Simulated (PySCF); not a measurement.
VF5, SMILES [F][V]([F])([F])([F])[F], multiplicity 1.

The structure is a stationary point at ωB97X-D3(BJ)/def2-SVP. The spin state was assumed, not searched. The isomer is the one that the SMILES or the coordinates give; other isomers of the formula were not compared.

Calculation: PySCF with M06-2X/def2-TZVP.

Gas-phase values at a fixed geometry.

Computed frontier levels, gap, dipole moment and polarisability:
| Property | Value |
|---|---|
| highest occupied level | -14.53 eV |
| lowest empty level | -4.60 eV |
| orbital gap | 9.92 eV |
| dipole moment | 0.00 D |
| quadrupole, principal values (traceless, Buckingham form, about the centre of nuclear charge) | -4.42, 2.21, 2.21 D·Å |
| mean static polarisability | 35.6 bohr³ (5.27 Å³) |
| polarisability, principal values | 33.4, 33.4, 39.8 bohr³ |
